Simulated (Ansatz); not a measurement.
Reaction (hydrogen abstraction from the N–H bond): `[NH2][GeH2][Cl]` + `[OH]`• → `[NH][GeH2][Cl]`• + H₂O

Gas-phase electronic energies from Ansatz, PBE0-D4/def2-TZVP geometries. CCSD(T)/CBS is the MP2 limit (def2-TZVPP, def2-QZVPP) plus CCSD(T) − MP2 in def2-TZVPP, frozen cores. This one scheme is used for every species. DFT in def2-TZVPP. B3LYP here is the variant with VWN-RPA as its local correlation; programs differ in this. HSE06 is defined as in plane-wave codes. Open shells (•) are unrestricted, without spin–orbit coupling. For Ge outer-core shells are correlated without core-valence functions, which leaves a few kJ/mol of doubt a bond. Scalar relativity is left out up to krypton. One conformer a species, not always the lowest.

```
         level  ΔE (kcal/mol)  difference from CCSD(T)/CBS
        PBE-D4          -10.4                         -2.3
     revPBE-D4           -9.6                         -1.5
        B97M-V           -7.7                          0.4
       PBE0-D4           -7.5                          0.6
      B3LYP-D4           -8.0                          0.1
    r2SCANh-D4           -8.1                          0.0
      HSE06-D4           -7.6                          0.5
      BHLYP-D4           -4.9                          3.2
       ωB97M-V           -7.0                          1.1
      PBE-QIDH           -6.3                          1.8
          BLYP          -10.7                         -2.6
       LC-ωPBE           -7.2                          0.9
   HF/def2-SVP            1.8                          9.9
  MP2/def2-SVP           -3.9                          4.2
MP2/def2-TZVPP           -7.6                          0.5
CCSD/CBS(def2)           -7.6                          0.5
   CCSD(T)/CBS           -8.1                            0
```

**Question.** What do rigid-rotor, harmonic-oscillator terms from PBE0-D4/def2-TZVP frequencies (298.15 K, 1 bar) make of the CCSD(T)/CBS value? (Estimate.)

**Answer.** Computed: ΔZPE = -0.7 kcal/mol, ΔH = -8.6 kcal/mol, ΔS = 10 J/(mol·K), ΔG = -9.3 kcal/mol. Open shells count their whole term as degenerate.

Largest T1 diagnostic among the species: 0.012.

From BLYP to BHLYP (50 % exact exchange), in def2-TZVPP and without D4, ΔE moves by +5.4 kcal/mol. In def2-TZVPP, CCSD(T) changes the Hartree–Fock value by −6.6 kcal/mol (the triples alone add −0.5 kcal/mol) and MP2 by −7.1 kcal/mol. At CCSD(T), def2-SVP lies +4.3 kcal/mol from the extrapolated value and def2-TZVPP +1.0 kcal/mol.
